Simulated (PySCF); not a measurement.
# Ionisation energy of Br²⁺ by level of theory

Br²⁺ [Ar] 3d10 4s2 4p3 (4S) → Br³⁺ [Ar] 3d10 4s2 4p2 (3P), as a difference of total energies. Calculation: PySCF 2.14, in x2c-TZVPPall (6s5p4d1f, 48 functions); the spin-free X2C one-electron Hamiltonian (Gaussian nucleus). Correlated levels: valence: [Ar] 3d10 frozen. The calculations carry no spin-orbit coupling.

| method | ionisation energy (eV) |
| --- | --- |
| UHF | 34.651 |
| SCS-MP2 (valence) | 35.018 |
| CCSD (valence) | 35.137 |
| CCSD(T) (valence) | 35.163 |

Q: Estimate what MP2 (valence) gives.

A: 35.173 eV, closest to CCSD(T) (valence) among the rows shown.

Q: Estimate what CCSDT (valence) gives.

A: 35.166 eV, closest to CCSD(T) (valence) among the rows shown.

A first-order spin-orbit estimate (lowest level to lowest level, LS coupling) adds -0.424 eV.

Errors of the correlated levels include the incompleteness of this basis and the frozen core.

For comparison: 34.871 ± 0.019 eV (measured; NIST Atomic Spectra Database, ionization energies).
